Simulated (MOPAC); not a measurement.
MOPAC input (MNDO):

```
MNDO 1SCF CHARGE=-1 GEO-OK AUX(PRECISION=9) THREADS=1
H5BN

B    -0.79352937 1    0.07341225 1   -0.00687668 1
N     0.75829670 1   -0.18305443 1    0.03438040 1
H    -1.31063212 1   -0.66990919 1   -0.85355781 1
H    -1.11257612 1    1.25287133 1   -0.29288637 1
H    -1.28302308 1   -0.18833522 1    1.10157951 1
H     1.19392406 1    0.45212424 1    0.69991940 1
H     1.17187716 1    0.06756860 1   -0.86133418 1
```

Task: What heat of formation does the run end on, and which ionisation energy by Koopmans theorem?

Result: -42.96 kcal/mol; 3.79 eV.
